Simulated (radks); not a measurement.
Spherical quantum dot in the effective-mass picture: electrons in a hard-walled sphere of radius 11.4, with a point charge +1 (a donor) at the centre, all in effective atomic units (hartree* = m*/eps^2 hartree, bohr* = eps/m* bohr), one dielectric constant everywhere. Calculated with a radial shooting solver with Libxc functionals: non-relativistic Kohn-Sham, LDA (Slater exchange, Perdew-Wang correlation), spin-polarised, spherical densities. Levels are named by radial order and angular momentum (1s, 1p, 1d, 2s, ...), and open shells are averaged over m.

N = 2, configuration 1s2. This is the lowest configuration that the search found (a dilute case). Occupied and some empty levels:

level  occupation  eigenvalue (hartree*)  <r> (bohr*)
1s              2               0.064774        2.606
2s              0                0.15960        6.459
1p              0                0.16144        6.842
1d              0                0.21006        7.467

Energy (hartree*): total -0.511220, kinetic 0.48581, external -1.3535, Hartree 0.76441, exchange-correlation -0.40794. Static polarisability (adiabatic kernel): 111.7 bohr*^3.
